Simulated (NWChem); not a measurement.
Species: ZnH₂; SMILES [ZnH2]

```xyz
3

Zn     0.0000     0.0000     0.0000
H      0.0000     0.0000    -1.5411
H      0.0000     0.0000     1.5411
```
Atoms are numbered in this order, from 1.

Geometry: optimised at B3LYP/6-31G* (spherical d).

Task: Give the principal values of the shielding tensors (ppm) of Zn1 from PBE0/pcSseg-1, GIAO (NWChem), with their diamagnetic and paramagnetic parts as GIAO splits them.

Result: 
```json
[
 {"atom": "Zn1", "σ11": "1237.2", "σ22": "1237.2", "σ33": "2520.3", "isotropic": "1664.9", "diamagnetic": "2518.5", "paramagnetic": "-853.6"}
]
```
